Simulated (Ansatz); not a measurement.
One change: `NCB1C=N1` becomes `B1C=N1`.

Ansatz, PBE0-D4/def2-TZVP geometries, multiplicity 1. Each molecule was computed in one conformer, which needn't be the lowest.

```json
{"property": "HOMO–LUMO gap (PBE/def2-TZVPP) / eV", "`NCB1C=N1`": "3.12"}
{"property": "LUMO energy (PBE/def2-TZVPP) / eV", "`NCB1C=N1`": "-2.16"}
{"property": "LUMO energy (ωB97M-V/def2-TZVPP) / eV", "`NCB1C=N1`": "1.41"}
{"property": "HOMO–LUMO gap (PBE0/def2-TZVPP) / eV", "`NCB1C=N1`": "5.82"}
{"property": "zero-point energy (PBE0-D4/def2-TZVP) / kJ/mol", "`NCB1C=N1`": "203.7"}
{"property": "LUMO energy (PBE0/def2-TZVPP) / eV", "`NCB1C=N1`": "-0.92"}
```

(1) Give the same properties after the change, and the shifts. (Best estimate.)

Results:

(1) Computed: 
```
                                      property  `B1C=N1`   shift
           HOMO–LUMO gap (PBE/def2-TZVPP) / eV      3.78    0.66
             LUMO energy (PBE/def2-TZVPP) / eV     -2.34   -0.18
         LUMO energy (ωB97M-V/def2-TZVPP) / eV      1.29   -0.12
          HOMO–LUMO gap (PBE0/def2-TZVPP) / eV      6.44    0.62
zero-point energy (PBE0-D4/def2-TZVP) / kJ/mol      80.6  -123.1
            LUMO energy (PBE0/def2-TZVPP) / eV     -1.07   -0.15
```

With PBE0 the HOMO falls by 0.77 eV and the LUMO falls by 0.15 eV, so the gap widens by about 0.62 eV. PBE moves the HOMO by -0.84 eV and ωB97M-V by -0.74 eV. The zero-point energy changes by -123.1 kJ/mol with -15 modes.
